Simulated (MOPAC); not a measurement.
Input for MOPAC: PM3 on BrGeH (SMILES [GeH][Br]), a point of a bond scan (R = 1.764 Å).

```
PM3 1SCF PRECISE CHARGE=0 THREADS=1
BrGeH

Ge    -0.68565162 1    -0.57867936 1     0.82194038 1
H     -1.82694694 1    -1.12268757 1    -0.40757146 1
Br     0.67611556 1     0.55974206 1    -0.74303699 1
```

Output:

```
*******************************************************************************
 **                                                                           **
 **                              MOPAC v23.2.5                                **
 **                                                                           **
 *******************************************************************************
 ** MOPAC's Digital Object Identifier: https://doi.org/10.5281/zenodo.6511958 **
 **                                                                           **
 ** Please cite the open-source release paper for use of this MOPAC version:  **
 ** J. E. Moussa and J. J. P. Stewart (2026)                                  **
 ** MOPAC: An open-source semiempirical molecular orbital program             **
 ** J. Open Source Softw., 11(119), 8025, https://doi.org/10.21105/joss.08025 **
 *******************************************************************************

                              PM3 CALCULATION RESULTS

 *******************************************************************************
 *  PM3        - The PM3 Hamiltonian to be used
 *
 *
 *
 *                 CHARGE ON SYSTEM = 0
 *
 *
 *
 *  PRECISE    - TIGHTER CRITERIA TO BE USED
 *  1SCF       - DO 1 SCF AND THEN STOP
 *  THREADS=1  - MULTI-THREADING NOT USED
 *  T=         - A TIME OF 172800.0 SECONDS REQUESTED
 *  DUMP=N     - RESTART FILE WRITTEN EVERY 7200.0 SECONDS REQUESTED
 *******************************************************************************
PM3 1SCF PRECISE CHARGE=0 THREADS=1
 BrGeH

   ATOM   CHEMICAL          X               Y               Z
  NUMBER   SYMBOL      (ANGSTROMS)     (ANGSTROMS)     (ANGSTROMS)

     1      Ge         -0.68565162  *  -0.57867936  *   0.82194038  *
     2       H         -1.82694694  *  -1.12268757  *  -0.40757146  *
     3      Br          0.67611556  *   0.55974206  *  -0.74303699  *



          CARTESIAN COORDINATES

    NO.       ATOM           X           Y           Z

     1        Ge         -0.6857     -0.5787      0.8219
     2         H         -1.8269     -1.1227     -0.4076
     3        Br          0.6761      0.5597     -0.7430

  H: (PM3): J. J. P. STEWART, J. COMP. CHEM. 10, 209 (1989).
 Ge: (PM3): J. J. P. STEWART, J. COMP. CHEM. 12, 320-341 (1991).
 Br: (PM3): J. J. P. STEWART, J. COMP. CHEM. 10, 209 (1989).

           Empirical Formula: H Ge Br  =     3 atoms



      MOLECULAR POINT GROUP   :   Cs


      RHF CALCULATION, NO. OF DOUBLY OCCUPIED LEVELS = 6


 -------------------------------------------------------------------------------
 PM3 1SCF PRECISE CHARGE=0 THREADS=1
 BrGeH



     1SCF WAS SPECIFIED, SO BFGS WAS NOT USED
     SCF FIELD WAS ACHIEVED


                              PM3 CALCULATION
                                                       MOPAC v23.2.5 Linux




          FINAL HEAT OF FORMATION =         54.25039 KCAL/MOL =     226.98362 KJ/MOL


          COSMO AREA              =        103.13 SQUARE ANGSTROMS
          COSMO VOLUME            =         91.55 CUBIC ANGSTROMS

          IONIZATION POTENTIAL    =         10.130940 EV
          HOMO LUMO ENERGIES (EV) =        -10.131 -3.549
          NO. OF FILLED LEVELS    =          6
          MOLECULAR WEIGHT        =        153.5019         POINT GROUP:  Cs

          MOLECULAR DIMENSIONS (Angstroms)

            Atom       Atom       Distance
           Br     3    H     2     3.03454
            H     2   Ge     1     1.37278
           Br     3    H     2     0.00000


          SCF CALCULATIONS        =          1





   ATOM   CHEMICAL          X               Y               Z
  NUMBER   SYMBOL      (ANGSTROMS)     (ANGSTROMS)     (ANGSTROMS)

     1      Ge         -0.68565162  *  -0.57867936  *   0.82194038  *
     2       H         -1.82694694  *  -1.12268757  *  -0.40757146  *
     3      Br          0.67611556  *   0.55974206  *  -0.74303699  *

                             CARTESIAN COORDINATES

   1   Ge       -0.685651620    -0.578679360     0.821940380
   2    H       -1.826946940    -1.122687570    -0.407571460
   3   Br        0.676115560     0.559742060    -0.743036990


           Empirical Formula: H Ge Br  =     3 atoms



      MOLECULAR POINT GROUP   :   Cs


                  EIGENVALUES
 -20.15991 -13.80264 -12.95973 -12.03739 -11.33425 -10.13094  -3.54924  -2.07838
   2.71939


              NET ATOMIC CHARGES AND DIPOLE CONTRIBUTIONS

  ATOM NO.   TYPE          CHARGE      No. of ELECS.   s-Pop       p-Pop
    1         Ge           0.062989        3.9370     0.17498     3.76203
    2          H           0.109479        0.8905     0.89052
    3         Br          -0.172468        7.1725     1.90093     5.27154
 DIPOLE           X         Y         Z       TOTAL
 POINT-CHG.    -1.728    -1.229     0.650     2.218
 HYBRID         0.272    -0.180     2.208     2.232
 SUM           -1.456    -1.409     2.858     3.503


          ATOMIC ORBITAL ELECTRON POPULATIONS

     Atom    s        px        py        pz
    1 Ge   0.17498   1.37466   1.69740   0.68997
    2  H   0.89052
    3 Br   1.90093   1.73108   1.82360   1.71686

 **********************
 *                    *
 * JOB ENDED NORMALLY *
 *                    *
 **********************




 == MOPAC DONE ==
```

The run finished.

Cost: very roughly 0.020 core-seconds.
